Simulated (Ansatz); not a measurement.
Reaction (cleavage of the Si–Ge bond): `O[SiH2][GeH3]` + `O[SiH](F)F` → `O[SiH2]O[SiH](F)F` + GeH₄

Program: Ansatz. Geometries: PBE0-D4/def2-TZVP. ΔE: electronic, gas phase. CCSD(T)/CBS is the MP2 limit (def2-TZVPP, def2-QZVPP) plus CCSD(T) − MP2 in def2-TZVPP, frozen cores. Functionals use def2-TZVPP. B3LYP here is the variant with VWN-RPA as its local correlation; programs differ in this. For Ge outer-core shells are correlated without core-valence functions, which leaves a few kJ/mol of doubt a bond. Scalar relativity is left out up to krypton. Each species was taken in one conformer, which may not be the lowest.

`O[SiH2][GeH3]`:

```xyz
9

O    -0.092   -0.648   -1.838
Si   -0.739    0.157   -0.548
Ge    0.859    0.032    1.204
H    -0.614   -0.696   -2.641
H    -1.027    1.580   -0.889
H    -2.029   -0.457   -0.120
H     0.319    0.765    2.445
H     2.184    0.694    0.793
H     1.140   -1.428    1.593
```

`O[SiH](F)F`:

```xyz
6

O    -1.193    0.052    0.440
Si    0.289    0.178   -0.187
F     0.553   -0.955   -1.263
F     1.400   -0.024    0.923
H    -1.472   -0.749    0.887
H     0.424    1.498   -0.801
```

`O[SiH2]O[SiH](F)F`:

Z-matrix (Å, degrees):
```
Si
O 1 1.641
O 1 1.634 2 111.2
H 1 1.481 2 106.0 3 -120.9
H 1 1.476 2 109.4 3 116.7
Si 2 1.601 1 153.2 3 -92.7
H 3 0.958 1 118.8 2 -74.6
F 6 1.580 2 109.2 1 -117.4
F 6 1.582 2 110.3 1 -0.2
H 6 1.465 2 111.8 1 121.8
```

GeH₄:

Z-matrix (Å, degrees):
```
Ge
H 1 1.534
H 1 1.534 2 109.5
H 1 1.534 2 109.5 3 -120.0
H 1 1.534 2 109.5 3 120.0
```

```csv
level,ΔE (kJ/mol),difference from CCSD(T)/CBS
B3LYP-D4,-121.1,-1.2
ωB97M-V,-121.2,-1.3
r2SCAN,-116.3,3.6
B3LYP,-119.2,0.7
MP2/def2-TZVPP,-124.7,-4.8
CCSD/def2-TZVPP,-124.3,-4.4
MP2/def2-QZVPP,-124.9,-5.0
SCS-MP2/def2-QZVPP,-129.5,-9.6
HF/CBS(def2),-149.0,-29.1
MP2/CBS(def2),-123.0,-3.1
CCSD(T)/CBS,-119.9,0
```

Largest T1 diagnostic among the species: 0.012.

From PBE to PBE0 (25 % exact exchange), in def2-TZVPP and without D4, ΔE moves by −8.3 kJ/mol. In def2-TZVPP, CCSD(T) changes the Hartree–Fock value by +23.6 kJ/mol (the triples alone add +2.7 kJ/mol) and MP2 by +20.4 kJ/mol.
